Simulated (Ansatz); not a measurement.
Cost and result up the ladder for Sn₂Cl₄ (6 atoms). Total charge 0; singlet. Geometry: PBE-D4/def2-SVP.

```
atom   x (Å)   y (Å)   z (Å)
 Sn1  -0.456  -2.008   0.782
 Sn2   0.032   1.497  -0.262
 Cl3   1.584  -0.362   0.950
 Cl4   1.627   2.028  -2.000
 Cl5  -0.918  -0.734  -1.468
 Cl6  -1.869  -0.420   1.998
```

Ansatz on 4 threads of Arm Neoverse V2 on a shared host. Times are rough, and most runs start from the orbitals of an earlier one. ωB97M-V/def2-TZVPD serves as the yardstick here, not as an exact answer. Differences are given only for rows in sets of like size (and for xTB, whose basis is part of the method), since another set adds its own error. Binding counts from free atoms at the same level (Sn triplet, Cl doublet; other spins of the atoms weren't run), without zero-point energy or a counterpoise term.

In the def2 sets Sn takes a core potential; there is no spin–orbit coupling. Correlated methods freeze 28 core orbitals; core or outer-core shells of Sn are correlated, in sets that lack core-valence functions. The rows differ in basis, and correlated rows in double-zeta sets carry the largest basis error. The structure comes from a short search, and lower isomers may exist.

Correlated methods converge slowly with the basis, most of all in double-zeta sets.

```
                          level  functions  wall time
                PBE-D4/def2-SVP        124      1.1 s
               PBE0-D4/def2-SVP        124        2 s
               PBE-D4/def2-TZVP        248      2.5 s
            revPBE-D4/def2-TZVP        248      3.1 s
              PBE-D4/def2-TZVPD        296      4.6 s
                  MP2/def2-TZVP        248      6.5 s
            r2SCAN-D4/def2-TZVP        248        7 s
              RPA@PBE/def2-TZVP        248        8 s
PBE0-D4/def2-TZVP (with forces)        248        9 s
             PBE0-D4/def2-TZVPD        296        9 s
              ωB97X-V/def2-TZVP        248       13 s
               CCSD(T)/def2-SVP        124       14 s
              ωB97M-V/def2-TZVP        248       16 s
             ωB97M-V/def2-TZVPD        296       24 s
```

Estimate what each level gives for the binding energy per atom (eV).


```csv
level,binding energy per atom (eV),difference from ωB97M-V/def2-TZVPD (eV)
PBE-D4/def2-SVP,3.04,–
PBE0-D4/def2-SVP,2.91,–
PBE-D4/def2-TZVP,3.02,0.13
revPBE-D4/def2-TZVP,2.92,0.03
PBE-D4/def2-TZVPD,3.01,0.12
MP2/def2-TZVP,2.88,-0.01
r2SCAN-D4/def2-TZVP,2.94,0.05
RPA@PBE/def2-TZVP,2.47,-0.42
PBE0-D4/def2-TZVP (with forces),2.90,0.01
PBE0-D4/def2-TZVPD,2.90,0.01
ωB97X-V/def2-TZVP,2.91,0.02
CCSD(T)/def2-SVP,2.52,–
ωB97M-V/def2-TZVP,2.89,0.00
ωB97M-V/def2-TZVPD,2.89,0.00
```
